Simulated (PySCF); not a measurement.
Isomers of C6H7F3O. Level of theory: PBE0-D3(BJ)/def2-SVP geometry optimisation, gas phase (PySCF 2.14.0). One conformer each; no zero-point energy, no entropy. No frequencies were run at this level. Point groups hold within 0.08 Å.

Question: Rank from lowest to highest electronic energy at this level (kcal/mol).
A. `[F:1][C:2]([F:3])([F:4])[C:5]1=[CH:6][O:7][CH2:8][CH2:9][CH2:10]1` with C5–C6–O7–C8 -10°, C6–O7–C8–C9 42°, O7–C8–C9–C10 -59°, C8–C9–C10–C5 44°
B. `[F:1][C:2]([F:3])([F:4])[O:5][CH:6]=[C:7]1[CH2:8][CH2:9][CH2:10]1` with C2–O5–C6–C7 -157°

Answer: A (0.0), B (22.4).

As drawn, the higher has a four-membered ring, which the lower lacks.

| SMILES | E (Eh) | E rel (kcal/mol) | dipole (D) | point group | A, B, C (MHz) |
| --- | --- | --- | --- | --- | --- |
| FC(F)(F)C1=COCCC1 | -606.53011 | 0.0 | 3.14 | C1 | 2628, 903.2, 780.4 |
| FC(F)(F)OC=C1CCC1 | -606.49445 | 22.4 | 2.40 | C1 | 3559, 604.9, 575.3 |
